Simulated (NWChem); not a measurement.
Species: CH6N cation; SMILES C[NH3+]

Program: NWChem. Coordinates come from a B3LYP/6-31G* (spherical d) optimisation. Level: PBE0/Sadlej pVTZ; rows give the wavelength of the field.

```json
[
 {"field": "static", "isotropic polarisability (bohr³)": "20.3", "anisotropy (bohr³)": "3.2"},
 {"field": "1065 nm", "isotropic polarisability (bohr³)": "20.4", "anisotropy (bohr³)": "3.3"},
 {"field": "589 nm", "isotropic polarisability (bohr³)": "20.6", "anisotropy (bohr³)": "3.3"},
 {"field": "400 nm", "isotropic polarisability (bohr³)": "20.9", "anisotropy (bohr³)": "3.4"}
]
```
